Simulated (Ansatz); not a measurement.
Stepwise reaction of `C[O][AlH][O]C` with hydrogen fluoride, as a gas-phase model of exchange steps in deposition or etching. ΔE in kJ/mol.

Isolated molecules relaxed with PBE0-D4/def2-TZVP in Ansatz; ΔE leaves out vibrations. CCSD(T)/CBS is the MP2 limit (def2-TZVPP, def2-QZVPP) plus CCSD(T) − MP2 in def2-TZVPP, frozen cores. This one scheme is used for every species. Functionals use def2-TZVPP. B3LYP here is the variant with VWN-RPA as its local correlation; programs differ in this. Each species was taken in one conformer, which may not be the lowest.

| step | reaction | PBE-D4 | B3LYP-D4 | ωB97M-V | CCSD(T)/CBS |
| --- | --- | --- | --- | --- | --- |
| 2 | `C[O][AlH][F]` + H–F → `[F][AlH][F]` + CH₃OH | -46.2 | -46.1 | -48.0 | -47.1 |

Question: Give the row of step 1, `C[O][AlH][O]C` + H–F → `C[O][AlH][F]` + CH₃OH. (Best estimate.)

Answer: Computed: 
| step | reaction | PBE-D4 | B3LYP-D4 | ωB97M-V | CCSD(T)/CBS |
| --- | --- | --- | --- | --- | --- |
| 1 | `C[O][AlH][O]C` + H–F → `C[O][AlH][F]` + CH₃OH | -54.2 | -54.4 | -56.7 | -54.9 |

Question: By hand: ΔE of the 2 steps together at CCSD(T)/CBS.

Answer: (-54.9) + (-47.1) = -102.0 kJ/mol, or -51.0 kJ/mol a step.

In ΔE each step is higher than the one before. All are downhill at CCSD(T)/CBS. PBE-D4 differs from CCSD(T)/CBS by 0.7 to 0.9 kJ/mol a step. Isolated molecules leave out the surface, adducts and barriers. Largest T1 diagnostic: 0.013.
